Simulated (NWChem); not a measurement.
All runs are NWChem calculations. System: AgCl, charge 0, spin multiplicity 1, at a geometry optimised with PBE0/def2-SVP with def2 effective core potentials on Ag. The structure started from a generated list of species. Level: CR-EOMCCSD(T)/def2-SVPD with def2 effective core potentials on Ag, 9 core orbitals frozen.

The NWChem input:

```
start mol
memory heap 100 mb stack 700 mb global 1900 mb
geometry units angstroms nocenter noautoz
  Ag     0.000000     0.000000    -0.611222
  Cl     0.000000     0.000000     1.689850
  symmetry group C2v
end
basis spherical
  * library def2-svpd
end
ecp
  Ag library def2-ecp
end
scf
  rhf
  nopen 0
  maxiter 100
  thresh 1e-7
  semidirect memsize 60000000 filesize 0
end
tce
  freeze core 9
  creomsd(t)
  nroots 1
  2eorb
  2emet 13
  thresh 1e-5
  maxiter 200
  tilesize 24
end
task tce energy
```

NWChem printed:

```
             Northwest Computational Chemistry Package (NWChem) 7.3.0
             --------------------------------------------------------

                                NWChem Input Module
                                -------------------

 Scaling coordinates for geometry "geometry" by  1.889725989
 (inverse scale =  0.529177249)

 Turning off AUTOSYM since
 SYMMETRY directive was detected!

                             Geometry "geometry" -> ""
                             -------------------------

 Output coordinates in angstroms (scale by  1.889725989 to convert to a.u.)

  No.       Tag          Charge          X              Y              Z
 ---- ---------------- ---------- -------------- -------------- --------------
    1 Ag                  47.0000     0.00000000     0.00000000    -0.61122200
    2 Cl                  17.0000     0.00000000     0.00000000     1.68985000

 Effective nuclear repulsion energy (a.u.)     183.7459331784

            Nuclear Dipole moment (a.u.)
            ----------------------------
        X                 Y               Z
 ---------------- ---------------- ----------------
     0.0000000000     0.0000000000     0.0000302356

      Symmetry information
      --------------------

 Group name             C2v
 Group number             16
 Group order               4
 No. of unique centers     2

      Symmetry unique atoms

     1    2


 Summary of "ao basis" -> "" (spherical)
 ------------------------------------------------------------------------------
       Tag                 Description            Shells   Functions and Types
 ---------------- ------------------------------  ------  ---------------------
 *                         def2-svpd                  on all atoms

 Summary of "ao basis" -> "ao basis" (spherical)
 ------------------------------------------------------------------------------
       Tag                 Description            Shells   Functions and Types
 ---------------- ------------------------------  ------  ---------------------
 Ag                        def2-svpd                12       34   5s4p2d1f
[...]
    23a1  (alpha) ---    17b1  (alpha)        0.2102787261

 Doubles contributions
======= CR-EOMCCSD(T) calculation ======
corresponding R0 value =     0.000000

CR-EOMCCSD(T) Intermediates cpu wall time             0.8            0.8
 creom_N i2_1 nr of boxes                   168
 creom_N i2_2 nr of boxes                   168
 creom_N i2_3 nr of boxes                   168
 creom_N i2_4 nr of boxes                   168

CR-EOMCCSD(T) triples loop cpu wall             1.4            1.4

 CR-EOMCCSD(T)  total energy / hartree       =      -605.743862393250879
 CR-EOMCCSD(T)  excitation energy (eV)       =      3.74073

 =========================================
 Excited-state calculation ( b2  symmetry)
 =========================================
 Dim. of EOMCC iter. space      500

 EOMCCSD SOLVER TYPE  1
  maxdiff =   0.36189989695464991

 No. of initial right vectors    1

 EOM-CCSD right-hand side iterations
 --------------------------------------------------------------
      Residuum       Omega / hartree  Omega / eV    Cpu    Wall
 --------------------------------------------------------------

 Iteration   1 using    1 trial vectors
   0.5247049827606   0.2695822480796    7.33571     0.5     0.5

 Iteration   2 using    2 trial vectors
   0.1139342441737   0.1601850951470    4.35886     0.3     0.3

 Iteration   3 using    3 trial vectors
   0.0708681138461   0.1484771387248    4.04027     0.3     0.3

 Iteration   4 using    4 trial vectors
   0.0377435676995   0.1432607717140    3.89833     0.3     0.3

 Iteration   5 using    5 trial vectors
   0.0183096749196   0.1411088487828    3.83977     0.3     0.3

 Iteration   6 using    6 trial vectors
   0.0136267614257   0.1404640258331    3.82222     0.3     0.3

 Iteration   7 using    7 trial vectors
   0.0087982721545   0.1402398708932    3.81612     0.3     0.3

 Iteration   8 using    8 trial vectors
   0.0038750873891   0.1402173506720    3.81551     0.3     0.3

 Iteration   9 using    9 trial vectors
   0.0020067390832   0.1402196148644    3.81557     0.3     0.3

 Iteration  10 using   10 trial vectors
   0.0009177136582   0.1401920695405    3.81482     0.3     0.3

 Iteration  11 using   11 trial vectors
   0.0003965324909   0.1401985010714    3.81500     0.3     0.3

 Iteration  12 using   12 trial vectors
   0.0001692104388   0.1401948770912    3.81490     0.4     0.4

 Iteration  13 using   13 trial vectors
   0.0000652444523   0.1401949392709    3.81490     0.4     0.4

 Iteration  14 using   14 trial vectors
   0.0000214072124   0.1401952868407    3.81491     0.4     0.4

 Iteration  15 using   15 trial vectors
   0.0000074863303   0.1401952110486    3.81491     0.4     0.4
 --------------------------------------------------------------
 Iterations converged
 ------------------

 Excited state root  1
 Excitation energy / hartree =        0.140195211048607
                   / eV      =        3.814907419166741
 largest EOMCCSD amplitudes: R1 and R2

 Singles contributions
    19a1  (alpha) ---    13b2  (alpha)        0.2115254555
    19a1  (alpha) ---    18b2  (alpha)       -0.8511639179
    22a1  (alpha) ---    18b2  (alpha)       -0.1687132998
    23a1  (alpha) ---    18b2  (alpha)        0.2102787261

 Doubles contributions
======= CR-EOMCCSD(T) calculation ======
corresponding R0 value =     0.000000

CR-EOMCCSD(T) Intermediates cpu wall time             0.9            0.9
 creom_N i2_1 nr of boxes                   168
 creom_N i2_2 nr of boxes                   168
 creom_N i2_3 nr of boxes                   168
 creom_N i2_4 nr of boxes                   168

CR-EOMCCSD(T) triples loop cpu wall             1.4            1.4

 CR-EOMCCSD(T)  total energy / hartree       =      -605.743862393250879
 CR-EOMCCSD(T)  excitation energy (eV)       =      3.74073

 Task  times  cpu:       40.7s     wall:       40.7s

 Total times  cpu:       40.8s     wall:       40.8s
```
